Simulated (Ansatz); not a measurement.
Stepwise reaction of `[NH2][Zr]([OH])([OH])[F]` with hydrogen fluoride, as a gas-phase model of exchange steps in deposition or etching. ΔE in kJ/mol.

Gas-phase electronic energies from Ansatz, PBE0-D4/def2-TZVP geometries. CBS: MP2 limit from def2 TZ/QZ plus the TZ coupled-cluster correction, frozen cores. This one scheme is used for every species. DFT in def2-TZVPP. B3LYP here is the variant with VWN-RPA as its local correlation; programs differ in this. def2 core potentials past Kr. For Zr outer-core shells are correlated without core-valence functions, which leaves a few kJ/mol of doubt a bond. Each species was taken in one conformer, which may not be the lowest.

```
step                                                          reaction  PBE-D4  B3LYP-D4  ωB97M-V  CCSD(T)/CBS
   2  `[NH2][Zr]([OH])([F])[F]` + H–F → `[NH2][Zr]([F])([F])[F]` + H₂O   -51.4     -48.5    -48.4        -43.0
```

Give the row of step 1, `[NH2][Zr]([OH])([OH])[F]` + H–F → `[NH2][Zr]([OH])([F])[F]` + H₂O. (Estimate.)

Ansatz gave: 
```
step                                                            reaction  PBE-D4  B3LYP-D4  ωB97M-V  CCSD(T)/CBS
   1  `[NH2][Zr]([OH])([OH])[F]` + H–F → `[NH2][Zr]([OH])([F])[F]` + H₂O   -57.5     -54.9    -54.7        -48.9
```

By hand: ΔE of the 2 steps together at CCSD(T)/CBS.

(-48.9) + (-43.0) = -91.9 kJ/mol, or -46.0 kJ/mol a step.

In ΔE each step is higher than the one before. All are downhill at CCSD(T)/CBS. PBE-D4 differs from CCSD(T)/CBS by -8.6 to -8.4 kJ/mol a step. Only this route is followed, and other bonds may react first. Isolated molecules leave out the surface, adducts and barriers. Largest T1 diagnostic: 0.017.
